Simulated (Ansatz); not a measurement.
CH₇GeN, SMILES [CH3][GeH2][NH2].

Geometry optimised at PBE0-D3(BJ)/def2-SVP. This is a generated structure with no PubChem entry under its InChIKey; it may be hypothetical. Other conformers were not sampled.

Two levels are set side by side: PBE/def2-SVPD (Ansatz, a first-principles code) and PBE0/def2-SVPD (Ansatz). Energy differences of separate SCF runs at the same geometry; the states with an electron removed or added have multiplicity 2 and 2. Differences are taken from unrounded values.

```csv
quantity,PBE
vertical ionisation energy (eV),9.13
vertical singlet–triplet gap (eV),5.53
```

**Question.** These are the PBE values. What does PBE0 give? (An estimate is asked for; the answer gives what the named calculation found.)

**Answer.** 
```tsv
quantity	PBE0	PBE minus PBE0
vertical ionisation energy (eV)	9.32	-0.19
vertical singlet–triplet gap (eV)	5.75	-0.23
```
